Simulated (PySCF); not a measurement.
Fractional electron number in Mn²⁺ (manganese, charge +2)

The 3d alpha orbital of [Ar] 3d5 is emptied in steps (occupation f), with all orbitals relaxed, ending at [Ar] 3d4. Computed with PySCF 2.14 in def2-TZVP, with no relativity, point nucleus. The exact energy is a straight line in f; departures are measured from the line between the end points of the same method.

Problem. Among BHandHLYP, wB97X, HSE06, which shows the largest delocalisation error (convex curve), and which is closest to linear?

Solution. Most convex: HSE06 (-1.544 eV at f = 0.5); closest to linear: BHandHLYP (-0.773 eV).

| f | BHandHLYP (eV) | wB97X (eV) | HSE06 (eV) |
| --- | --- | --- | --- |
| 1 | 0.000 | 0.000 | 0.000 |
| 0.75 | -0.572 | -0.594 | -1.149 |
| 0.5 | -0.773 | -0.806 | -1.544 |
| 0.25 | -0.586 | -0.614 | -1.167 |
| 0 | 0.000 | 0.000 | 0.000 |

| method | E(f=0) − E(f=1) (eV) | −ε at f=1 (eV) | −ε at f=0.5 (eV) |
| --- | --- | --- | --- |
| BHandHLYP | 33.708 | 30.698 | 33.672 |
| wB97X | 33.659 | 30.549 | 33.607 |
| HSE06 | 34.076 | 28.001 | 34.027 |

Reference removal energy between the ground levels: 33.668 ± 0.012 eV (measured; NIST Atomic Spectra Database, ionization energies). The calculation has no spin-orbit coupling. The determinant left behind need not be the lowest term of the ion.
